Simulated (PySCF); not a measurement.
# Magnetisability: `O1C=C(CBr)OC=C1`, C5H5BrO2

Molfile (atoms numbered from 1):
```
C5H5BrO2
     RDKit          3D

 13 13  0  0  0  0  0  0  0  0999 V2000
   -2.5825    1.0752    1.5467 Br  0  0  0  0  0  0  0  0  0  0  0  0
   -1.9845    0.3287   -0.1864 C   0  0  0  0  0  0  0  0  0  0  0  0
   -0.5422    0.0008   -0.1593 C   0  0  0  0  0  0  0  0  0  0  0  0
   -0.0484   -1.1784    0.2032 C   0  0  0  0  0  0  0  0  0  0  0  0
    1.2944   -1.4780    0.2513 O   0  0  0  0  0  0  0  0  0  0  0  0
    2.0884   -0.3545    0.0645 C   0  0  0  0  0  0  0  0  0  0  0  0
    1.6113    0.8265   -0.2838 C   0  0  0  0  0  0  0  0  0  0  0  0
    0.2697    1.0784   -0.5165 O   0  0  0  0  0  0  0  0  0  0  0  0
   -2.6015   -0.5496   -0.3547 H   0  0  0  0  0  0  0  0  0  0  0  0
   -2.1887    1.1071   -0.9186 H   0  0  0  0  0  0  0  0  0  0  0  0
   -0.6661   -2.0095    0.4987 H   0  0  0  0  0  0  0  0  0  0  0  0
    3.1282   -0.5510    0.2527 H   0  0  0  0  0  0  0  0  0  0  0  0
    2.2174    1.7048   -0.4153 H   0  0  0  0  0  0  0  0  0  0  0  0
  1  2  1  0
  2  3  1  0
  3  4  2  0
  4  5  1  0
  5  6  1  0
  6  7  2  0
  7  8  1  0
  8  3  1  0
  2  9  1  0
  2 10  1  0
  4 11  1  0
  6 12  1  0
  7 13  1  0
M  END
```

Method used: GIAO KT3/pcSseg-1 magnetisability, rotational g tensor and spin-rotation constants, non-relativistic, gas phase in PySCF. Geometry: GFN2-xTB.

The calculation is non-relativistic, which matters for the atoms heavier than Zn.

What are the magnetisability and the molar susceptibility?

Isotropic -1126 × 10⁻³⁰ J/T², or -67.8 × 10⁻⁶ cm³/mol; principal values -1285, -1154, -939 × 10⁻³⁰ J/T², anisotropy 303 × 10⁻³⁰ J/T² (root of half the summed squared differences of the principal values). The susceptibility is in cgs units.

Split it along the inertial axes a, b, c into diamagnetic and paramagnetic parts about the centre of mass, with the quadrupole moment.


| axis | χ (10⁻⁶ cm³/mol) | diamagnetic (10⁻⁶ cm³/mol) | paramagnetic (10⁻⁶ cm³/mol) | summed x² of all electrons (Å²) | quadrupole Θ (D Å) |
| --- | --- | --- | --- | --- | --- |
| a | -74.0 | -426.3 | 352.3 | 358.1 | -0.95 |
| b | -69.9 | -1680.0 | 1610.1 | 62.6 | +0.99 |
| c | -59.5 | -1784.8 | 1725.3 | 37.9 | -0.04 |

Anisotropies 2χaa − χbb − χcc = -18.6 and 2χbb − χaa − χcc = -6.3 × 10⁻⁶ cm³/mol. Θ is traceless in Buckingham's convention.

And the rotational g tensor?


| axis | rotational constant (GHz) | g | nuclear part | electronic part |
| --- | --- | --- | --- | --- |
| a | 3.7327 | -0.0450 | 0.5727 | -0.6177 |
| b | 0.6778 | -0.0098 | 0.5028 | -0.5127 |
| c | 0.6385 | -0.0122 | 0.5053 | -0.5175 |

Asymmetric top; isotopes 79Br, 12C, 1H, 16O; no vibrational averaging.
